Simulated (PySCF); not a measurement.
**Towards the basis-set limit for CuI**

State: ¹Σ⁺, singlet, closed shell. De refers to Cu (3d10 4s1) + I. RHF-based CCSD(T) in PySCF 2.14 with Cu cc-pVTZ-PP with ECP10, I cc-pVTZ-PP with ECP28 and Cu cc-pVQZ-PP with ECP10, I cc-pVQZ-PP with ECP28 (frozen core orbitals: 13; scalar-relativistic core potentials). Correlation energies are extrapolated as n⁻³ (n = 3, 4), Hartree–Fock as (n+1)·exp(−9√n).

| Level | Re (Å) | ωe (cm⁻¹) | ωexe (cm⁻¹) | αe (cm⁻¹) | De (eV) |
| --- | --- | --- | --- | --- | --- |
| CCSD(T)/TZ | 2.3647 | 259.1 | 0.697 | 0.000283 | 2.931 |
| CCSD(T)/QZ | 2.3525 | 262.3 | 0.705 | 0.000282 | 3.041 |
| HF/CBS | 2.4571 | 227.0 | 0.544 | 0.000248 | 2.064 |
| MP2/CBS | 2.3120 | 279.4 | 0.735 | 0.000288 | 3.248 |
| CCSD/CBS | 2.3595 | 259.5 | 0.669 | 0.000275 | 2.990 |
| CCSD(T)/CBS | 2.3460 | 265.5 | 0.710 | 0.000281 | 3.118 |

Task: How much is left between CCSD(T)/QZ and the basis-set limit, and how much do the triples give at the limit?

Result: CCSD(T)/CBS less CCSD(T)/QZ: -6.5 mÅ in Re, +3.2 cm⁻¹ in ωe and +0.077 eV in De. CCSD(T)/CBS less CCSD/CBS: -13.5 mÅ in Re, +6.0 cm⁻¹ in ωe and +0.128 eV in De.

Measured (Huber and Herzberg, Constants of Diatomic Molecules (1979)): Re = 2.338324 Å, ωe = 264.5 cm⁻¹, ωexe = 0.6 cm⁻¹. The last row is off by 7.6 mÅ and 1.0 cm⁻¹.

The T1 diagnostic is 0.027, large enough to doubt a single reference. The open-shell atoms are computed with UHF. Spin–orbit coupling, excitations beyond (T) and corrections to the Born–Oppenheimer picture are left out, and spin–orbit coupling matters for open p, d or f shells this heavy.

The whole job (state search and all basis sets along the bond) took about 6.9 min on 4 threads of Intel Xeon 6975P-C (shared host), peak memory 8.8 GiB.
